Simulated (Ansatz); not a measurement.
Calculated with Ansatz (gas phase, PBE0-D4/def2-TZVP geometries, no zero-point term in ΔE). CCSD(T)/CBS is the MP2 limit (def2-TZVPP, def2-QZVPP) plus CCSD(T) − MP2 in def2-TZVPP, frozen cores. This one scheme is used for every species. Functionals use def2-TZVPP. B3LYP here is the variant with VWN-RPA as its local correlation; programs differ in this. HSE06 is defined as in plane-wave codes. Elements past krypton have def2 core potentials. For Te outer-core shells are correlated without core-valence functions, which leaves a few kJ/mol of doubt a bond.

Consider the substitution at a C–Cl bond: `FC([SiH3])Cl` + H₂Te → `FC([SiH3])[TeH]` + HCl.

```tsv
level	ΔE (kJ/mol)	difference from CCSD(T)/CBS
B3LYP-D4	-20.6	7.6
CAM-B3LYP-D4	-15.7	12.5
PBE	-18.2	10.0
revPBE	-17.5	10.7
r2SCAN	-18.3	9.9
PBE0	-16.7	11.5
HSE06	-16.9	11.3
LC-ωPBE	-15.0	13.2
CCSD(T)/def2-TZVPP	-23.3	4.9
MP2/def2-QZVPP	-31.9	-3.7
CCSD(T)/CBS	-28.2	0
```

**Question.** What do rigid-rotor, harmonic-oscillator terms from PBE0-D4/def2-TZVP frequencies (298.15 K, 1 bar) make of the CCSD(T)/CBS value? (An estimate is asked.)

**Answer.** Computed: ΔZPE = +0.9 kJ/mol, ΔH = -25.9 kJ/mol, ΔS = -9 J/(mol·K), ΔG = -23.2 kJ/mol.

Largest T1 diagnostic among the species: 0.012.

The D4 term adds −6.2 kJ/mol with B3LYP and −3.3 kJ/mol with PBE0; it sums over pairs of atoms, weighted by their polarisabilities, and B3LYP, whose exchange is more repulsive, gets the larger term. In def2-TZVPP, CCSD(T) changes the Hartree–Fock value by −18.4 kJ/mol (the triples alone add −2.3 kJ/mol) and MP2 by −23.9 kJ/mol. At CCSD(T), def2-SVP lies +19.8 kJ/mol from the extrapolated value and def2-TZVPP +4.9 kJ/mol.
